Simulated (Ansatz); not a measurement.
Steps of a relaxation of C$_{3}$H$_{8}$Si, SMILES `C1C[SiH2]C1` with RKS PBE-D4/def2-SVP.

```sh
$ ansatz run in.yaml --threads 2 --pin off --events-out ev --progress --plain --max-ram 4352MiB
```

```yaml
crystal:
  periodic: [false, false, false]
  atoms:
    - {symbol: C, position_ang: [-0.909800, 0.362900, -0.380500]}
    - {symbol: C, position_ang: [0.384500, 1.104000, -0.023200]}
    - {symbol: Si, position_ang: [0.876600, -0.497300, 0.818500]}
    - {symbol: C, position_ang: [-0.293700, -1.025600, -0.459800]}
    - {symbol: H, position_ang: [-1.394100, 0.746400, -1.354500]}
    - {symbol: H, position_ang: [-1.742700, 0.545800, 0.369500]}
    - {symbol: H, position_ang: [1.043500, 1.354400, -0.879800]}
    - {symbol: H, position_ang: [0.331800, 2.000400, 0.615800]}
    - {symbol: H, position_ang: [2.306200, -0.917900, 0.601400]}
    - {symbol: H, position_ang: [0.434000, -0.612800, 2.257600]}
    - {symbol: H, position_ang: [0.073500, -1.292800, -1.398200]}
    - {symbol: H, position_ang: [-1.032800, -1.822500, -0.132800]}
basis:
  gaussian: {orbitals: def2-SVP}
hamiltonian: {xc: pbe, dispersion: d4}
relax: {f_tol: 0.03, max_steps: 200}
```

Positions (Å) and forces (eV/Å) along the path, 6 of 6 steps:

```xyz
12
step=1 energy=-11104.6474 eV
C    -0.910    0.363   -0.381   -1.177    1.781   -1.750
C     0.385    1.104   -0.023    0.414    1.380    1.011
Si    0.877   -0.497    0.819    2.050    0.250    0.552
C    -0.294   -1.026   -0.460   -3.754   -2.093    2.218
H    -1.394    0.746   -1.355    0.437   -0.461    0.752
H    -1.743    0.546    0.369    0.773   -0.547   -0.145
H     1.044    1.354   -0.880   -0.127   -0.208   -0.112
H     0.332    2.000    0.616   -0.246    0.377   -0.063
H     2.306   -0.918    0.601    0.129   -0.150    0.364
H     0.434   -0.613    2.258   -0.018   -0.081   -0.148
H     0.073   -1.293   -1.398    1.045   -0.449   -2.185
H    -1.033   -1.823   -0.133    0.473    0.201   -0.496
12
step=2 energy=-11105.1198 eV
C    -0.872    0.392   -0.443   -0.997    0.548   -0.252
C     0.382    1.173    0.035    0.262    0.236   -0.044
Si    0.946   -0.488    0.761    0.649   -0.004    0.630
C    -0.378   -1.080   -0.416   -0.912   -0.454    0.214
H    -1.323    0.739   -1.418    0.321   -0.176    0.312
H    -1.696    0.533    0.300    0.191   -0.099   -0.070
H     1.036    1.464   -0.813   -0.010    0.006   -0.074
H     0.224    2.080    0.662   -0.041   -0.219   -0.078
H     2.377   -0.966    0.636   -0.068    0.056   -0.011
H     0.518   -0.655    2.194    0.031   -0.015    0.068
H    -0.010   -1.406   -1.388    0.325   -0.157   -0.589
H    -1.126   -1.840   -0.075    0.248    0.276   -0.105
12
step=3 energy=-11105.1671 eV
C    -0.895    0.403   -0.437   -0.145    0.051   -0.040
C     0.387    1.164    0.026    0.022    0.101   -0.050
Si    0.951   -0.492    0.786    0.205   -0.009    0.142
C    -0.392   -1.076   -0.423   -0.202   -0.152   -0.113
H    -1.322    0.744   -1.407    0.058   -0.016    0.017
H    -1.704    0.532    0.314    0.046   -0.013    0.010
H     1.025    1.444   -0.839   -0.009   -0.031    0.025
H     0.231    2.070    0.643    0.003   -0.023    0.008
H     2.383   -0.958    0.657   -0.040    0.018   -0.023
H     0.536   -0.660    2.226    0.003    0.018    0.002
H     0.009   -1.390   -1.409    0.064    0.054    0.032
H    -1.131   -1.837   -0.104   -0.005    0.002   -0.010
12
step=4 energy=-11105.1713 eV
C    -0.902    0.404   -0.435    0.032   -0.027   -0.006
C     0.386    1.162    0.025   -0.012    0.000   -0.020
Si    0.952   -0.493    0.793    0.011   -0.004    0.015
C    -0.400   -1.078   -0.424   -0.018   -0.011   -0.007
H    -1.320    0.745   -1.406   -0.014    0.010   -0.022
H    -1.706    0.533    0.320    0.002    0.002    0.009
H     1.025    1.433   -0.841   -0.003   -0.009    0.005
H     0.234    2.069    0.641    0.000    0.002    0.008
H     2.381   -0.955    0.651   -0.013   -0.002   -0.009
H     0.543   -0.650    2.236    0.011    0.004   -0.003
H     0.024   -1.379   -1.406    0.013    0.041    0.040
H    -1.140   -1.844   -0.120   -0.009   -0.006   -0.009
12
step=5 energy=-11105.1721 eV
C    -0.905    0.403   -0.435    0.044   -0.025    0.003
C     0.384    1.160    0.024   -0.011   -0.009   -0.004
Si    0.950   -0.493    0.797   -0.029   -0.002   -0.017
C    -0.403   -1.078   -0.422    0.003    0.015    0.025
H    -1.323    0.744   -1.406   -0.015    0.005   -0.005
H    -1.706    0.533    0.323   -0.008    0.004    0.003
H     1.024    1.426   -0.844    0.004    0.001    0.002
H     0.235    2.069    0.638    0.000    0.005    0.000
H     2.377   -0.959    0.647    0.001   -0.003   -0.004
H     0.549   -0.645    2.243    0.005    0.003   -0.002
H     0.036   -1.367   -1.400    0.004    0.009    0.013
H    -1.143   -1.848   -0.130    0.000   -0.003   -0.013
12
step=6 energy=-11105.1724 eV
C    -0.906    0.403   -0.433    0.014   -0.003   -0.011
C     0.384    1.159    0.022   -0.002   -0.013    0.005
Si    0.947   -0.493    0.800   -0.011    0.003   -0.008
C    -0.404   -1.078   -0.421    0.007    0.014    0.020
H    -1.327    0.743   -1.404   -0.008    0.001    0.001
H    -1.705    0.534    0.326   -0.001    0.000    0.003
H     1.026    1.422   -0.845   -0.002    0.001   -0.002
H     0.236    2.070    0.634    0.000    0.001   -0.001
H     2.372   -0.963    0.643    0.004   -0.003    0.002
H     0.552   -0.640    2.247    0.000   -0.001    0.000
H     0.046   -1.360   -1.396   -0.002    0.000   -0.001
H    -1.144   -1.851   -0.141    0.002    0.000   -0.005
```

Hardware: 2 threads of an Intel Xeon Platinum 8259CL on a shared host. Wall time 13 s, peak host memory 0.15 GiB.
